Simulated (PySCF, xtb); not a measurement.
SiBr₂, SMILES [Si](Br)Br (connectivity only; charge and spin as stated), neutral, multiplicity 1.

GFN2-xTB (xtb) at its own geometry gives an orbital gap of 2.45 eV and a dipole moment of 3.51 D.

The structure is a stationary point at PBE0-D3(BJ)/def2-TZVP. The isomer is the one that the SMILES or the coordinates give; other isomers of the formula were not compared.

**Question.** What does PBE/def2-TZVPD (PySCF) give? (The exact figures need the calculation; the answer reports its results.)

**Answer.** gap 2.69 eV (levels -6.52 and -3.83 eV), dipole 0.72 D.
